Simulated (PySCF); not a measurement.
Isomers of C4H2F2O3. Method: PySCF, TDDFT B3LYP/def2-SVPD, vertical, gas phase, core orbitals frozen in the response. Geometries: GFN2-xTB; one conformer of each isolated species. Triplets are in the Tamm–Dancoff approximation.

A. `FC(F)c1coc(=O)o1`
B. `O=C1C=COC(F)(F)O1`
C. `O=C1OC(=O)C1C(F)F`

Lowest singlet levels (six at most, fewer where fewer were computed) with oscillator strengths:

1. 251 nm (f 0.000); 212 nm (f 0.238); 179 nm (f 0.026); 166 nm (f 0.017); 165 nm (f 0.014); 154 nm (f 0.004); T1 3.79 eV
2. 223 nm (f 0.001); 220 nm (f 0.000); 187 nm (f 0.001); 183 nm (f 0.002); 159 nm (f 0.002); 155 nm (f 0.086); T1 5.03 eV
3. 206 nm (f 0.132); 188 nm (f 0.010); 181 nm (f 0.150); 180 nm (f 0.001); 176 nm (f 0.007); 175 nm (f 0.000); T1 3.87 eV

**Question.** Which spectrum belongs to which structure?

**Answer.** 1 = B, 2 = C, 3 = A.
- A: S1 at 6.03 eV, HOMO→LUMO (95%); Löwdin shares by element: HOMO carbon 47% or more, oxygen 29% or more (atoms not listed hold the other 23%); LUMO carbon 58% or more, oxygen 17% or more (atoms not listed hold the other 25%); HOMO -7.69 and LUMO -1.42 eV; point group Cs, 1 of its 6 listed states under f = 0.0005.
- B: S1 at 4.94 eV, HOMO-1→LUMO (97%); Löwdin shares by element: HOMO carbon 54% or more, oxygen 33% or more; LUMO carbon 63% or more, oxygen 18% or more (atoms not listed hold the other 20%); HOMO -8.54 and LUMO -2.50 eV.
- C: S1 at 5.55 eV, HOMO→LUMO (54%), HOMO→LUMO+1 (37%); Löwdin shares by element: HOMO oxygen 75%, carbon 12% or more; LUMO (one of a set within 0.03 eV) carbon 45% or more, oxygen 43% or more; HOMO -8.89 and LUMO -1.67 eV.
